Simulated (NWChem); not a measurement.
Species: silanone (SiH2O); SMILES O=[SiH2]

Computed with NWChem. Pople sets run with spherical d functions. B3LYP is NWChem's, with the RPA form of VWN correlation. Each level has its own optimisation; frequencies are unscaled.

```tsv
level	r O–Si (Å)	r H–Si (Å)	highest harmonic frequency (cm⁻¹)	lowest (cm⁻¹)	zero-point energy (kcal/mol)	dipole (D)
Hartree-Fock/6-31G*	1.499	1.469	2431	785	12.8	4.14
PBE0/def2-TZVP	1.516	1.486	2237	679	11.5	3.69
B3LYP/def2-TZVP	1.520	1.481	2239	684	11.5	3.69
PBE-D3(BJ)/def2-SVP	1.552	1.506	2160	659	11.1	3.08
```
